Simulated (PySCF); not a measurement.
Compound: 2,3'-bithiophene, C8H6S2.
SMILES with atom numbers: `[cH:1]1[cH:2][s:3][c:4](-[c:5]2[cH:6][cH:7][s:8][cH:9]2)[cH:10]1` (hydrogens: H11 on C1; H12 on C2; H13 on C6; H14 on C7; H15 on C9; H16 on C10)

The same species was optimised twice, with GFN2-xTB and with PBE0-D3(BJ)/def2-SVP (PySCF), and the same property calculations (PySCF, gas phase) were run on both structures.

```csv
coordinate,GFN2-xTB,PBE0-D3(BJ)/def2-SVP,change
C4–C5 (Å),1.441,1.458,+0.017
C6–C7 (Å),1.352,1.366,+0.014
C1–C2 (Å),1.358,1.371,+0.013
C1–C10 (Å),1.408,1.419,+0.011
C5–C9 (Å),1.369,1.380,+0.011
C4–C10 (Å),1.369,1.379,+0.010
C5–C6 (Å),1.426,1.434,+0.008
S3–C4 (Å),1.740,1.734,-0.006
C7–S8 (Å),1.722,1.716,-0.006
S8–C9 (Å),1.714,1.712,-0.002
C2–S3 (Å),1.717,1.715,-0.002
C2–S3–C4 (°),91.4,92.5,+1.1
C7–S8–C9 (°),91.1,92.0,+0.9
C4–C5–C6 (°),123.8,124.4,+0.6
C1–C2–S3 (°),112.1,111.5,-0.6
C6–C7–S8 (°),112.1,111.6,-0.5
S3–C4–C10 (°),110.5,110.1,-0.4
C4–C5–C9 (°),124.9,124.5,-0.4
C5–C9–S8 (°),112.5,112.3,-0.2
S3–C4–C5–C6 (°),0,0,0
```

Rotational constants: A = 3139, B = 577.2, C = 487.6 MHz (GFN2-xTB) against A = 3129, B = 569.3, C = 481.6 MHz (PBE0-D3(BJ)/def2-SVP). Point groups within 0.08 Å: Cs and Cs.

On the GFN2-xTB structure: HOMO (eV) -6.11 [PBE0/pcSseg-1]; LUMO (eV) -1.16 [PBE0/pcSseg-1]; dipole (D) 0.38 [PBE0/pcSseg-1]; GIAO shielding of C1 (ppm) 54.6 [PBE0/pcSseg-1]; GIAO shielding of C2 (ppm) 56.1 [PBE0/pcSseg-1]; GIAO shielding of S3 (ppm) 284.3 [PBE0/pcSseg-1]; GIAO shielding of C4 (ppm) 37.7 [PBE0/pcSseg-1]; GIAO shielding of C5 (ppm) 47.1 [PBE0/pcSseg-1]; GIAO shielding of C6 (ppm) 56.2 [PBE0/pcSseg-1]; GIAO shielding of C7 (ppm) 52.5 [PBE0/pcSseg-1]; GIAO shielding of S8 (ppm) 277.4 [PBE0/pcSseg-1].

Q: What do these properties become on the PBE0-D3(BJ)/def2-SVP structure?

A: 
```tsv
property	level	on GFN2-xTB	on PBE0-D3(BJ)/def2-SVP	change
HOMO (eV)	PBE0/pcSseg-1	-6.11	-6.13	-0.02
LUMO (eV)	PBE0/pcSseg-1	-1.16	-1.16	0.00
dipole (D)	PBE0/pcSseg-1	0.38	0.34	-0.04
energy, GFN2-xTB geometry as zero (kcal/mol)	PBE0/pcSseg-1	0.0	-0.5	-0.5
GIAO shielding of C1 (ppm)	PBE0/pcSseg-1	54.6	51.8	-2.8
GIAO shielding of C2 (ppm)	PBE0/pcSseg-1	56.1	54.5	-1.6
GIAO shielding of S3 (ppm)	PBE0/pcSseg-1	284.3	281.9	-2.4
GIAO shielding of C4 (ppm)	PBE0/pcSseg-1	37.7	37.8	+0.1
GIAO shielding of C5 (ppm)	PBE0/pcSseg-1	47.1	45.1	-2.0
GIAO shielding of C6 (ppm)	PBE0/pcSseg-1	56.2	53.8	-2.4
GIAO shielding of C7 (ppm)	PBE0/pcSseg-1	52.5	51.3	-1.2
GIAO shielding of S8 (ppm)	PBE0/pcSseg-1	277.4	277.0	-0.4
```

The heavy atoms differ by 0.020 Å rms after alignment. Among bonds between heavy atoms C4–C5 changes most (+0.017 Å). Changes are differences of the printed values. Neither structure is proved a minimum here.

Conformer computed: `[cH:1]1[cH:2][s:3][c:4](-[c:5]2[cH:6][cH:7][s:8][cH:9]2)[cH:10]1`: S3–C4–C5–C6 0°.
